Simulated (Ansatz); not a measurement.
Species: CH$_{3}$Be, net charge 1, singlet state. It need not be the lowest isomer of its formula. SMILES: [Be+][CH3]
Structure (B3LYP-D3(BJ)/def2-TZVP (Ansatz, a program for electronic structure) minimum search):
```xyz
5

Be    -0.8799    -0.5103    -0.6899
C      0.3054     0.1771     0.2394
H      0.8533    -0.6116     0.7637
H     -0.1548     0.8538     0.9657
H      0.9889     0.7364    -0.4064
```
Charge +1, spin multiplicity 1.

Property: vertical triplet-singlet gap (E(triplet) - E(singlet); each state is the SCF solution reached for its spin; the molecule has degenerate orbitals, so one determinant may break the symmetry), in eV. Cores are frozen in the correlated levels unless marked. UHF or UKS for open shells. Spin-orbit coupling is left out. Non-relativistic. Basis-set limits of correlation are two-point, X^-3; Hartree-Fock from the larger set.

| level | program | vertical triplet-singlet gap (eV) |
|---|---|---|
| SVWN5/def2-TZVPD | Ansatz | 3.72 |

Q: What does CCSD(T)/CBS(def2-TZVPPD,def2-QZVPPD) (Ansatz) give?

A: 3.52 eV
